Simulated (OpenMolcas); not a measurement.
Multiconfigurational calculation on Cr3+

Input:

```
&GATEWAY
Coord
1

Cr 0.0 0.0 0.0
Basis=ANO-RCC-VDZP
Group=XYZ
NoMove
AngMom=0.0 0.0 0.0
AMFI
&SEWARD
Relativistic=R03O02
&RASSCF
FileOrb=start.orb
Symmetry=1
Spin=4
nActEl=3 0 0
Inactive=3 6
Ras2=5 0
CIRoot=10 10 1
SDav=10
CIMx=300
Iter=120 100
PrWF=0.3
OrbListing=Nothing
MaxOrb=0
Atom
>>> COPY $Project.JobIph JOBPRE
&RASSCF
FileOrb=start.orb
Symmetry=1
Spin=4
nActEl=3 0 0
Inactive=3 6
Ras2=10 0
CIRoot=10 10 1
SDav=120
CIMx=300
Iter=120 100
PrWF=0.3
OrbListing=Nothing
MaxOrb=0
Atom
>>> COPY $Project.JobIph JOB001
&RASSCF
FileOrb=start.orb
Symmetry=1
Spin=2
nActEl=3 0 0
Inactive=3 6
Ras2=10 0
CIRoot=40 40 1
SDav=330
CIMx=300
Iter=120 100
PrWF=0.3
OrbListing=Nothing
MaxOrb=0
Atom
>>> COPY $Project.JobIph JOB002
&RASSI
NrOfJobIphs=2 10 40
1 2 3 4 5 6 7 8 9 10
1 2 3 4 5 6 7 8 9 10 11 12 13 14 15 16 17 18 19 20 21 22 23 24 25 26 27
28 29 30 31 32 33 34 35 36 37 38 39 40
IphNames
JOB001
JOB002
EJob
SpinOrbit
DIPRint=1.0
SOCoupling=1000.0
Subsets=2
MEES
Property=10
'ANGMOM' 1 'ANGMOM' 2 'ANGMOM' 3 'MLTPL  1' 1 'MLTPL  1' 2 'MLTPL  1' 3
'AMFI' 1 'AMFI' 2 'AMFI' 3 'MLTPL  2' 6
SOProperty=3
'ANGMOM' 1 'ANGMOM' 2 'ANGMOM' 3
```

Launched by
```bash
OMP_NUM_THREADS=1 MOLCAS_MEM=2252 MOLCAS_PROJECT=a pymolcas a.inp > a.log  # once for each step of the input, in one work folder
```

A driver script runs the steps one by one and writes start.orb anew before each from the orbitals found so far.

Output, cut to the results:

```
--- SEWARD ---
Basis set label: CR.ANO-RCC...5S4P2D1F.

      Electronic valence basis set:
      ------------------
      Associated Effective Charge  24.000000 au
      Associated Actual Charge     24.000000 au
      Nuclear Model: Point charge

      Shell  nPrim  nBasis  Cartesian Spherical Contaminant
         s      21       5        X
         p      15       4        X
         d      10       2                 X
         f       6       1                 X
Relativistic=R03O02
                  Relativistic Douglas-Kroll-Hess integrals:
                    - DKH order of Hamiltonian: 3
                    - DKH order of Properties : 2
--- RASSCF ---
Wave function specifications:
      -----------------------------

      Number of closed shell electrons          18
      Number of electrons in active shells       3
      Max number of holes in RAS1 space          0
      Max nr of electrons in RAS3 space          0
      Number of inactive orbitals                9
      Number of active orbitals                 10
      Number of secondary orbitals              15
      Spin quantum number                      1.5
      State symmetry                             1
Orbital specifications:
      -----------------------

      Symmetry species                           1   2
                                                ag  au
      Frozen orbitals                            0   0
      Inactive orbitals                          3   6
      Active orbitals                           10   0
      RAS1 orbitals                              0   0
      RAS2 orbitals                             10   0
      RAS3 orbitals                              0   0
      Secondary orbitals                         2  13
      Deleted orbitals                           0   0
      Number of basis functions                 15  19
      Number of CSFs                           120
      Number of root(s) required                10
      Iter CI   SX   CI       RASSCF       Energy    max ROT     max BLB   max BLB  Level Ln srch  Step   QN
          iter iter root      energy       change     param      element    value   shift minimum  type update
 Nr of preliminary CI iterations:   1
      Total energies have been shifted. Add                -1000.00 au
        1   1    4    0   -47.76666370    0.00E+00   4.14E-04    6  10 2 -3.84E-03*  0.00   0.00    SX    NO
        2   1    4    0   -47.76667140   -7.70E-06*  5.07E-05    6  10 2  4.65E-04*  0.00   0.00    SX    NO
        3   1    4    0   -47.76667137    3.65E-08* -3.89E-05    6  10 2 -3.60E-04*  0.00   0.00    SX    NO
        4   1    3    0   -47.76667142   -5.40E-08*  8.34E-06    6  10 2  7.68E-05   0.00   0.00    SX    NO
        5   1    3    0   -47.76667142   -5.48E-10  -2.69E-06    6  10 2 -3.76E-05   0.00   0.51    QN   YES
      Convergence after  5 iterations
        6   1    3    0   -47.76667142   -4.89E-10  -2.69E-06    6  10 2 -3.92E-06   0.00   0.51    QN   YES
      Natural orbitals and occupation numbers for root  1
      sym 1:   0.876458   0.122066   0.122105   0.998477   0.876438   0.001469   0.001324   0.001306   0.000169   0.000190
      Natural orbitals and occupation numbers for root  2
      sym 1:   0.053814   0.998437   0.053878   0.944686   0.944733   0.000094   0.001463   0.000077   0.001395   0.001423
      Natural orbitals and occupation numbers for root  3
      sym 1:   0.108522   0.108578   0.998437   0.889987   0.890026   0.001332   0.001310   0.000174   0.001485   0.000149
::    RASSCF root number  1 Total energy:  -1047.79004731
::    RASSCF root number  2 Total energy:  -1047.79004731
::    RASSCF root number  3 Total energy:  -1047.79004731
::    RASSCF root number  4 Total energy:  -1047.79004731
::    RASSCF root number  5 Total energy:  -1047.79004731
::    RASSCF root number  6 Total energy:  -1047.79004731
::    RASSCF root number  7 Total energy:  -1047.79004731
::    RASSCF root number  8 Total energy:  -1047.71212768
::    RASSCF root number  9 Total energy:  -1047.71212768
::    RASSCF root number 10 Total energy:  -1047.71212768
--- RASSCF ---
Wave function specifications:
      -----------------------------

      Number of closed shell electrons          18
      Number of electrons in active shells       3
      Max number of holes in RAS1 space          0
      Max nr of electrons in RAS3 space          0
      Number of inactive orbitals                9
      Number of active orbitals                 10
...
--- RASSI ---
SPIN-FREE ENERGIES:
  (Shifted by EMIN (a.u.) =      -1047.7900473079)

 SF State       Relative EMIN(au)   Rel lowest level(eV)    D:o, cm**(-1)      L_eff

     1             0.0000000000        0.0000000000              0.0000         3.0
     2             0.0000000000        0.0000000000              0.0000         3.0
     3             0.0000000000        0.0000000000              0.0000         3.0
     4             0.0000000000        0.0000000000              0.0000         3.0
     5             0.0000000000        0.0000000000              0.0000         3.0
     6             0.0000000000        0.0000000000              0.0000         3.0
     7             0.0000000000        0.0000000000              0.0000         3.0
     8             0.0779196230        2.1203009571          17101.3805         1.0
     9             0.0779196230        2.1203009571          17101.3805         1.0
    10             0.0779196230        2.1203009571          17101.3805         1.0
    11             0.0784124965        2.1337127281          17209.5538         4.0
    12             0.0784124965        2.1337127281          17209.5538         4.0
    13             0.0784124965        2.1337127281          17209.5538         4.0
    14             0.0784124965        2.1337127281          17209.5538         4.0
    15             0.0784124965        2.1337127281          17209.5538         4.0
    16             0.0784124965        2.1337127281          17209.5538         4.0
    17             0.0784124965        2.1337127281          17209.5538         4.0
    18             0.0784124965        2.1337127281          17209.5538         4.0
    19             0.0784124965        2.1337127281          17209.5538         4.0
    20             0.1039037444        2.8273649224          22804.2360         5.0
    21             0.1039037444        2.8273649224          22804.2360         5.0
...
```

Levels above the lowest, from the spin-orbit matrix, grouped by J:

```csv
Configuration,Term,J,E (cm-1),Measured (cm-1),g,Term weight %
3d3,4F,3/2,0.0,0.0,0.399,100
3d3,4F,5/2,261,236,1.029,100
3d3,4F,7/2,618,556,1.239,100
3d3,4F,9/2,1064,946,1.334,100
3d3,4P,1/2,17437,14059,2.663,100
3d3,4P,3/2,17559,14177,1.731,99
3d3,2G,7/2,17601,15052,0.889,100
3d3,4P,5/2,17872,14471,1.601,100
3d3,2G,9/2,17983,15402,1.110,99
3d3,2H,9/2,23282,21066,0.911,99
3d3,2P,1/2,23381,19519,0.674,100
3d3,2P,3/2,23483,,1.272,87
3d3,2H,11/2,23583,21321,1.091,100
3d3,2D(1),3/2,25292,20650,0.866,88
3d3,2D(1),5/2,25531,20664,1.201,100
3d3,2F,7/2,40279,34363,1.143,100
3d3,2F,5/2,40438,34556,0.857,100
3d3,2D(2),5/2,61880,52975,1.200,100
3d3,2D(2),3/2,62040,53142,0.800,100
```

Against the 17 measured excited levels shown (Sugar and Corliss, J. Phys. Chem. Ref. Data 6, 317 (1977)) the mean absolute deviation is 3700 cm-1; the largest miss in energy is 3d3 2D 5/2(2): computed 61880, measured 52975 cm-1 (+16.8 %), and the largest in proportion 3d3 4P 1/2 (+24.0 %).

Without dynamic correlation excited terms often stand tens of per cent too high (terms of higher spin than the ground term too low), and those without a measured partner can miss by more than the paired ones. Active for correlation alone: 4d; no level in the range computed is led by a configuration that fills it, so any true level of that kind is missing. The basis is small and was not contracted for so high a charge. Measured partners are found by configuration, term and J. A level has none where our copy of the source lacks it or the pairing is in doubt (some pairs that miss far off the trend of their configuration count as doubtful), and it then counts in no deviation. Only configurations of the active space appear. The first state left out of the spin-orbit step lies near 260000 cm-1 above the lowest spin-free state of the reference (among the parities and spins computed), and the list stops at four fifths of that energy or lower.

The term weight is that of the spin-free term in the level, not the purity of its configuration. A number in round brackets counts repeated terms of one configuration in the order of the reference energies.
